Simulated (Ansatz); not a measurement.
`N=[CH][SnH3]`, charge 0, multiplicity 1.

(1) Give a relaxed structure at PBE0-D4/def2-TZVP (Ansatz). (Estimate.)

## Answers

(1) The calculation gave: 
Z-matrix (Å, degrees):
```
Sn
C 1 2.158
H 1 1.709 2 109.2
H 1 1.709 2 109.2 3 -118.2
H 1 1.700 2 108.6 3 120.9
N 2 1.265 1 118.6 3 -120.1
H 2 1.101 1 118.9 3 59.9
H 6 1.024 2 111.7 1 180.0
```
Point group Cs.
